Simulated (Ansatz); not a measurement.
Reaction (hydrogenolysis of the Si–O bond): `O[SiH2]C#[C][GeH2][OH]` + H₂ → `[OH][GeH2][C]#C[SiH3]` + H₂O

Isolated molecules relaxed with PBE0-D4/def2-TZVP in Ansatz; ΔE leaves out vibrations. CCSD(T)/CBS is the MP2 limit (def2-TZVPP, def2-QZVPP) plus CCSD(T) − MP2 in def2-TZVPP, frozen cores. This one scheme is used for every species. DFT in def2-TZVPP. B3LYP here is the variant with VWN-RPA as its local correlation; programs differ in this. For Ge outer-core shells are correlated without core-valence functions, which leaves a few kJ/mol of doubt a bond. Scalar relativity is left out up to krypton. One conformer a species, not always the lowest.

```
        level  ΔE (kcal/mol)
      PBE0-D4           15.7
        B3LYP           16.4
HF/def2-TZVPP           16.2
HF/def2-QZVPP           16.3
```

What does CCSD(T)/CBS give? (An estimate is asked.)

The calculation gave: +16.9 kcal/mol. The listed levels differ from it by -1.2, -0.5, -0.7, -0.6 kcal/mol.

Largest T1 diagnostic among the species: 0.012.

The D4 term adds +1.0 kcal/mol with B3LYP and +0.6 kcal/mol with PBE0; it sums over pairs of atoms, weighted by their polarisabilities, and B3LYP, whose exchange is more repulsive, gets the larger term.
